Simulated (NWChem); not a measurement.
System: ethylmethylamine (C$_{3}$H$_{9}$N); SMILES C(C)NC

Input file for NWChem:

```
start job
memory heap 200 mb stack 900 mb global 1100 mb
geometry units angstroms noautoz
  C      0.162318     1.889408    -0.028706
  C     -0.495819     0.524239     0.025784
  N      0.478538    -0.537347    -0.066583
  C     -0.081471    -1.862733    -0.008700
  H      0.759646     1.993174    -0.946902
  H     -0.586943     2.694594    -0.003633
  H      0.837682     2.040580     0.829944
  H     -1.129463     0.452006     0.941351
  H     -1.194767     0.418968    -0.823856
  H      1.181551    -0.421164     0.660147
  H      0.720826    -2.615675    -0.039431
  H     -0.723404    -2.038379    -0.888391
  H     -0.704855    -2.065935     0.891281
end
basis spherical
  * library def2-tzvp
end
dft
  xc slater vwn_5
  iterations 150
  semidirect filesize 400000000
  mulliken
end
task dft energy
```

Output (shortened):

```
             Northwest Computational Chemistry Package (NWChem) 7.3.0
             --------------------------------------------------------

 C1  symmetry detected

                             Geometry "geometry" -> ""
                             -------------------------

 Output coordinates in angstroms (scale by  1.889725989 to convert to a.u.)

  No.       Tag          Charge          X              Y              Z
 ---- ---------------- ---------- -------------- -------------- --------------
    1 C                    6.0000     0.16203879     1.88933943    -0.02971828
    2 C                    6.0000    -0.49621088     0.52425788     0.02559549
    3 N                    7.0000     0.47757831    -0.53744305    -0.07132611
    4 C                    6.0000    -0.08252314    -1.86276700    -0.01291941
    5 H                    1.0000     0.75617634     1.99396730    -0.94988435
    6 H                    1.0000    -0.58694876     2.69466357    -0.00115464
    7 H                    1.0000     0.84043461     2.03943228     0.82672820
    8 H                    1.0000    -1.12666631     0.45117387     0.94329367
    9 H                    1.0000    -1.19814873     0.42006146    -0.82170893
   10 H                    1.0000     1.18315389    -0.42220246     0.65306673
   11 H                    1.0000     0.71949205    -2.61585278    -0.04726992
   12 H                    1.0000    -0.72756724    -2.03731846    -0.89055011
   13 H                    1.0000    -0.70280260    -2.06680533     0.88901530

 Effective nuclear repulsion energy (a.u.)     133.2714913358

                                 NWChem DFT Module
                                 -----------------

 Summary of "ao basis" -> "ao basis" (spherical)
 ------------------------------------------------------------------------------
       Tag                 Description            Shells   Functions and Types
 ---------------- ------------------------------  ------  ---------------------
 C                         def2-tzvp                11       31   5s3p2d1f
 N                         def2-tzvp                11       31   5s3p2d1f
 H                         def2-tzvp                 4        6   3s1p

            General Information
            -------------------
          SCF calculation type: DFT
          Wavefunction type:  closed shell.
          No. of atoms     :    13
          No. of electrons :    34
           Alpha electrons :    17
            Beta electrons :    17
          Charge           :     0
          Spin multiplicity:     1
          Use of symmetry is: off; symmetry adaption is: off
          Maximum number of iterations: 150
          AO basis - number of functions:   178
                     number of shells:    80
          Convergence on energy requested:  1.00D-06
          Convergence on density requested:  1.00D-05
          Convergence on gradient requested:  5.00D-04

              XC Information
              --------------
                        Slater Exchange Functional  1.000 local
                      VWN V Correlation Functional  1.000 local

             Grid Information
             ----------------
          Grid used for XC integration:  medium
          Radial quadrature: Mura-Knowles
          Angular quadrature: Lebedev.
          Tag              B.-S. Rad. Rad. Pts. Rad. Cut. Ang. Pts.
          ---              ---------- --------- --------- ---------
          C                   0.70       49          12.0       434
          N                   0.65       49          10.0       434
          H                   0.35       45          13.0       434
          Grid pruning is: on
          Number of quadrature shells:   601
          Spatial weights used:  Erf1

      Superposition of Atomic Density Guess
      -------------------------------------

 Sum of atomic energies:        -171.82381923

      Non-variational initial energy
      ------------------------------

 Total energy =    -174.615368
 1-e energy   =    -493.042495
 2-e energy   =     185.155636
 HOMO         =      -0.284116
 LUMO         =       0.071679

------------------------------------------------------------
EAF file 0: "./job.aoints.0" size=621281280 bytes
------------------------------------------------------------
               write      read    awrite     aread      wait
               -----      ----    ------     -----      ----
     calls:     1185         0         0         0         0
   data(b): 6.21e+08  0.00e+00  0.00e+00  0.00e+00
   time(s): 0.00e+00  0.00e+00  0.00e+00  0.00e+00  0.00e+00
rate(mb/s): 0.00e+00  0.00e+00
------------------------------------------------------------

     ---------------------------------------------
      Total Density - Mulliken Population Analysis
     ---------------------------------------------

    Atom       Charge   Shell Charges
 -----------   ------   -------------------------------------------------------
    1 C    6     6.52   0.86  1.12  0.56  0.66  0.14  1.27  1.42  0.44  0.01  0.04  0.00
    2 C    6     6.12   0.86  1.12  0.54  0.64  0.10  1.16  1.25  0.31  0.02  0.10  0.01
    3 N    7     7.51   0.82  1.16  0.57  0.83  0.16  1.54  1.80  0.59  0.01  0.05  0.00
    4 C    6     6.34   0.86  1.12  0.55  0.65  0.13  1.20  1.33  0.41  0.02  0.06  0.01
    5 H    1     0.84   0.24  0.44  0.13  0.02
    6 H    1     0.83   0.24  0.44  0.12  0.02
    7 H    1     0.83   0.24  0.44  0.13  0.02
    8 H    1     0.88   0.25  0.46  0.15  0.02
    9 H    1     0.86   0.25  0.46  0.14  0.02
   10 H    1     0.72   0.23  0.36  0.09  0.03
   11 H    1     0.84   0.24  0.45  0.13  0.02
   12 H    1     0.85   0.25  0.45  0.13  0.02
   13 H    1     0.86   0.24  0.45  0.15  0.02

   convergence    iter        energy       DeltaE   RMS-Dens  Diis-err
 ---------------- ----- ----------------- --------- --------- ---------
 d= 0,ls=0.0,diis     1   -172.8930380198 -3.06D+02  5.11D-03  1.38D+00
 d= 0,ls=0.0,diis     2   -172.9228201244 -2.98D-02  4.09D-03  2.59D-01
 d= 0,ls=0.0,diis     3   -172.9087046895  1.41D-02  1.90D-03  4.21D-01
 d= 0,ls=0.0,diis     4   -172.9487913706 -4.01D-02  2.60D-04  2.68D-03
 d= 0,ls=0.0,diis     5   -172.9490347020 -2.43D-04  1.06D-04  5.26D-04
  Resetting Diis
 d= 0,ls=0.0,diis     6   -172.9490961658 -6.15D-05  2.77D-05  3.19D-05
 d= 0,ls=0.0,diis     7   -172.9490999896 -3.82D-06  1.11D-05  9.47D-07
 d= 0,ls=0.0,diis     8   -172.9490999382  5.14D-08  6.09D-06  1.50D-06

         Total DFT energy =     -172.949099938182
      One electron energy =     -497.618482492232
           Coulomb energy =      216.249228362527
    Exchange-Corr. energy =      -24.851337144277
 Nuclear repulsion energy =      133.271491335800

 Numeric. integr. density =       33.999990753034

                       DFT Final Molecular Orbital Analysis
                       ------------------------------------

 Vector   15  Occ=2.000000D+00  E=-3.141435D-01
              MO Center=  2.8D-02, -1.8D-01, -4.3D-02, r^2= 4.5D+00
   Bfn.  Coefficient  Atom+Function         Bfn.  Coefficient  Atom+Function
  ----- ------------  ---------------      ----- ------------  ---------------
     7      0.219007   1 C  py               38     -0.216731   2 C  py
   162      0.181592  11 H  s               100     -0.174086   4 C  py
    69      0.157975   3 N  py               10      0.157031   1 C  py
    41     -0.156214   2 C  py               99      0.143835   4 C  px
   132      0.129861   6 H  s               103     -0.123992   4 C  py

 Vector   16  Occ=2.000000D+00  E=-2.988579D-01
              MO Center= -1.3D-01,  8.4D-01, -3.9D-04, r^2= 3.3D+00
   Bfn.  Coefficient  Atom+Function         Bfn.  Coefficient  Atom+Function
  ----- ------------  ---------------      ----- ------------  ---------------
    39     -0.219644   2 C  pz                8      0.213873   1 C  pz
   150      0.175020   9 H  s               138      0.168610   7 H  s
    42     -0.151096   2 C  pz               11      0.146339   1 C  pz
   126     -0.138676   5 H  s               144     -0.122035   8 H  s
   149      0.114545   9 H  s               137      0.110152   7 H  s

 Vector   17  Occ=2.000000D+00  E=-1.842206D-01
              MO Center=  2.3D-01, -5.6D-01, -5.8D-02, r^2= 2.1D+00
   Bfn.  Coefficient  Atom+Function         Bfn.  Coefficient  Atom+Function
  ----- ------------  ---------------      ----- ------------  ---------------
    70      0.343961   3 N  pz               73      0.271831   3 N  pz
    76      0.248300   3 N  pz              145     -0.208358   8 H  s
   175     -0.193128  13 H  s                74     -0.189660   3 N  px
    68     -0.166266   3 N  px               67     -0.155078   3 N  s
    71     -0.142712   3 N  px               66     -0.140779   3 N  s

 Vector   18  Occ=0.000000D+00  E= 8.526832D-03
              MO Center=  2.1D-01, -3.9D-02,  6.1D-01, r^2= 6.9D+00
   Bfn.  Coefficient  Atom+Function         Bfn.  Coefficient  Atom+Function
  ----- ------------  ---------------      ----- ------------  ---------------
     5      1.676721   1 C  s                36      1.579787   2 C  s
    98      1.300305   4 C  s               145     -1.011564   8 H  s
   157     -0.971205  10 H  s               139     -0.948151   7 H  s
   151     -0.909232   9 H  s               175     -0.733831  13 H  s
    67      0.689037   3 N  s               169     -0.651452  12 H  s

[...]
```

Level: LDA (Slater exchange, VWN5)/def2-TZVP. Structure relaxed at the PBE0/def2-SVP level.
